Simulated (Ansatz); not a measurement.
`[OH][Sn]([OH])([Br])[Br]` + H₂ → `[OH][SnH]([Br])[Br]` + H₂O at 700 K and 1 bar (hydrogenolysis of the Sn–O bond).

Gas-phase electronic energies from Ansatz, PBE0-D4/def2-TZVP geometries. CCSD(T)/CBS adds triple-zeta CCSD(T) − MP2 to the extrapolated MP2 energy (def2 sets, frozen cores). This one scheme is used for every species. def2 core potentials past Kr. For Br, Sn outer-core shells are correlated without core-valence functions, which leaves a few kJ/mol of doubt a bond. Scalar relativity is left out up to krypton. Each species was taken in one conformer, which may not be the lowest.

```csv
species,CCSD(T)/CBS energy (Eh),H − E (kJ/mol),S (J/(mol·K))
`[OH][Sn]([OH])([Br])[Br]`,-5512.35876,150.5,524.1
H₂,-1.17544,46.8,155.3
`[OH][SnH]([Br])[Br]`,-5437.15470,121.1,468.8
H₂O,-76.37941,80.5,218.4
```

H − E and S are ideal-gas, rigid-rotor, harmonic terms from PBE0-D4/def2-TZVP, for one conformer and one mirror image of each species. For small species the MP2-based limit differs from directly extrapolated CCSD(T) by up to some mEh (0.8 for H₂); such offsets cancel only in part. 1 Eh = 2625.50 kJ/mol, R = 8.31446 J/(mol·K).

**Question.** By hand: ΔE, ΔH, ΔS and ΔG.

**Answer.** ΔE = (-5437.15470) + (-76.37941) − (-5512.35876) − (-1.17544) = 0.00009 Eh = 0.2 kJ/mol. Δ(H − E) = 121.1 + 80.5 − 150.5 − 46.8 = 4.3, so ΔH = 4.5 kJ/mol. ΔS = 468.8 + 218.4 − 524.1 − 155.3 = 7.8 J/(mol·K). ΔG = 4.5 − 700 × (7.8)/1000 = -1.0 kJ/mol.

**Question.** By hand: the equilibrium constant, and the temperature at which ΔG would vanish if ΔH and ΔS stayed fixed.

**Answer.** log₁₀ K = −ΔG/(RT ln 10) = 0.1. ΔG = 0 at ΔH/ΔS = 577 K, though so small a ΔH makes that figure unsure.

TΔS isn't small against ΔH here. The sign of ΔG lies within the doubt. A doubt of 5 kJ/mol in ΔE shifts log₁₀ K by 0.4 here. Other conformers and mirror images would add mixing entropy, several J/(mol·K) or more a flexible species. These are equilibria of isolated gas molecules and say nothing of rates. Largest T1 diagnostic: 0.011 (customary marks: 0.02 for closed shells, 0.045 for open ones).
